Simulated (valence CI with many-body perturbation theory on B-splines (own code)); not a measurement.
## Level structure of Sn XXIX

Computed by valence CI with perturbative core correlation (CI+MBPT): four valence electrons over a frozen Dirac-Fock core [Ar], radial functions for each j: 7 s, 7 p, 8 d, 6 f, 4 g, 1 h, with the one-electron correlation potential Σ1, the two-electron term Σ2, the three-electron term Σ3, Breit, model QED; selected CI, second order for the rest, scaled by the run's own slope (own B-spline code, finite nucleus).

No measured spectrum was set against this ion. As an estimate, large intervals hold to a few tenths of a per cent, small ones and those within an open d or f shell to about a per cent. Only levels of the ground parity were solved; by the run's estimate the other parity begins above the list, which can be wrong where configurations are misplaced.

Levels 1 to 32 of 32, with energies above the lowest level, (3d3/2^4) J=0. "Leading %" is the weight of the configuration and term that name the level; weights of strongly mixed levels are sums over their largest components and can fall short, so below about 35 % the name and the second component can differ from the true leading terms, or belong to a minority configuration. In the jj column 3d3/2^4 stands for four electrons in 3d with j = 3/2.

```tsv
No.	Configuration	Term	J	E (cm⁻¹)	Leading %	g	Leading jj	Second component
1	3d4	5D	0	0	51		3d3/2^4 (87 %)	44 % 3d4 3P
2	3d4	5D	1	45935	78	1.495	3d3/2^3 3d5/2 (90 %)	22 % 3d4 3P
3	3d4	5D	2	77782	85	1.442	3d3/2^2 3d5/2^2 (50 %)	5 % 3d4 3P
4	3d4	5D	3	97769	75	1.398	3d3/2^2 3d5/2^2 (44 %)	14 % 3d4 3F
5	3d4	5D	4	102000	42	1.264	3d3/2^3 3d5/2 (73 %)	31 % 3d4 3F
6	3d4	5D	0	144070	47		3d3/2^2 3d5/2^2 (83 %)	35 % 3d4 3P
7	3d4	3H	4	153230	48	1.072	3d3/2^2 3d5/2^2 (67 %)	34 % 3d4 5D
8	3d4	3G	3	175100	60	0.938	3d3/2^2 3d5/2^2 (54 %)	17 % 3d4 3F
9	3d4	3F	2	178370	57	0.885	3d3/2^2 3d5/2^2 (59 %)	20 % 3d4 1D
10	3d4	3H	5	187200	73	1.074	3d3/2^2 3d5/2^2 (99 %)	27 % 3d4 3G
11	3d4	3P	1	191810	67	1.321	3d3/2^2 3d5/2^2 (74 %)	17 % 3d4 3D
12	3d4	3H	6	200280	66	1.106	3d3/2^2 3d5/2^2 (93 %)	34 % 3d4 1I
13	3d4	3G	4	218210	66	1.026	3d3/2^2 3d5/2^2 (88 %)	26 % 3d4 1G
14	3d4	3D	2	224310	45	1.204	3d3/2^2 3d5/2^2 (83 %)	37 % 3d4 3P
15	3d4	3D	3	230860	44	1.178	3d3/2^2 3d5/2^2 (72 %)	40 % 3d4 3F
16	3d4	3F	4	240650	42	1.156	3d3/2 3d5/2^3 (62 %)	24 % 3d4 3H
17	3d4	3F	3	262360	44	1.077	3d3/2 3d5/2^3 (82 %)	27 % 3d4 3G
18	3d4	3P	2	268300	35	1.109	3d3/2^2 3d5/2^2 (46 %)	34 % 3d4 1D
19	3d4	3G	5	278860	73	1.151	3d3/2 3d5/2^3 (99 %)	27 % 3d4 3H
20	3d4	3D	1	286610	80	0.698	3d3/2 3d5/2^3 (81 %)	14 % 3d4 3P
21	3d4	1I	6	288540	66	1.052	3d3/2 3d5/2^3 (93 %)	34 % 3d4 3H
22	3d4	3F	4	313940	51	1.112	3d3/2^2 3d5/2^2 (66 %)	37 % 3d4 1G
23	3d4	1S	0	317510	67		3d3/2 3d5/2^3 (82 %)	32 % 3d4 3P
24	3d4	3P	2	322510	52	1.236	3d3/2^2 3d5/2^2 (54 %)	22 % 3d4 3D
25	3d4	1F	3	336520	54	1.071	3d3/2 3d5/2^3 (86 %)	26 % 3d4 3D
26	3d4	3P	2	347850	51	1.146	3d3/2^2 3d5/2^2 (57 %)	34 % 3d4 3F
27	3d4	3F	4	383480	47	1.122	3d5/2^4 (68 %)	39 % 3d4 1G
28	3d4	3F	3	395760	74	1.064	3d3/2 3d5/2^3 (98 %)	24 % 3d4 1F
29	3d4	3F	2	399960	40	0.949	3d5/2^4 (49 %)	38 % 3d4 1D
30	3d4	3P	1	400560	96	1.470	3d3/2 3d5/2^3 (94 %)	
31	3d4	1G	4	417810	66	1.069	3d3/2 3d5/2^3 (82 %)	28 % 3d4 3F
32	3d4	3P	0	417860	76		3d3/2^2 3d5/2^2 (55 %)	22 % 3d4 1S
```

The ionisation energy to 3d3 4F_3/2 of the next ion comes out as 1595.9 eV (NIST: 1596 ± 4 eV (theoretical)). All 32 levels together are meant to be complete up to 434570 cm⁻¹.
